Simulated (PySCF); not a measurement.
Work out the structure from these simulated measurements.

Elements present: B, C, H and S. Monoisotopic mass: 76.0518 u.

| Quantity | Value |
| --- | --- |
| NMR, other nuclei | isotropic shieldings of nuclei other than C and H, by class: 121 (1 B), 460 (1 S) ppm [GIAO PBE/pcSseg-2] |
| Polarisability | 66.4 au [wB97X-D/def2-SVPD] |
| 1H NMR | chemical shifts (computed TMS as zero) by class: 2.03 (6 H), 1.84 (3 H) ppm [GIAO PBE/pcSseg-2] |
| UV, strongest line | among the 10 lowest singlet transitions: S6 at 8.21 eV (151 nm, f = 0.159) [TDDFT wB97X-D/def2-SVPD] |
| Triplet | lowest triplet excitation (Tamm–Dancoff): 6.49 eV [TDA wB97X-D/def2-SVPD] |
| Valence photoelectron | vertical ionisation energy: 10.09 eV [ΔSCF wB97X-D/def2-SVPD] |
| 13C NMR | chemical shifts (computed TMS as zero) by class: 32.5 (2 C) ppm [GIAO PBE/pcSseg-2] |
| Rotational structure | rotational constants A, B, C: 6.066, 5.640, 3.656 GHz [PBE0-D3(BJ)/def2-SVP] |

Electronic properties: PySCF, gas phase, density fitting. Levels stand in brackets. Isolated species at its PBE0-D3(BJ)/def2-SVP geometry, gas phase. NMR classes are plain means over equivalent atoms (diastereotopic ones count apart unless rotation or inversion swaps them), as if these changed places fast.

**Question.** Which formula fits the mass and the elements?

**Answer.** C2H9BS (calculated 76.0518). No other formula that holds each of these elements comes within 0.0003 u with a fitting electron parity and a possible valence count.

**Question.** What is the compound? Reason from the data.

**Answer.** Numbering: `[BH3-:1][S+:2]([CH3:3])[CH3:4]`. 2 carbons fall into 1 class: S-methyl carbon [C3/C4] (32.5 ppm, 2 C). Hydrogen classes from least to most shielded: 6 H on 2 S-methyl carbons, C3/C4 (2.03 ppm), 3 H on a four-coordinate boron, B1 (1.84 ppm). The other shieldings belong to: 121 ppm, four-coordinate boron [B1]; 460 ppm, sulfur bonded to B and 2 C [S2]. The first electron is taken from the HOMO, whose largest Löwdin shares are 0.35 on the sulfur bonded to B and 2 C, 0.27 on the four-coordinate boron and 0.22 on a B–H hydrogen. The optimised geometry has point group Cs and is an asymmetric top. Structure: `[BH3-][S+](C)C`. The assignments are read from this structure; whether some other isomer fits the data as well wasn't checked.
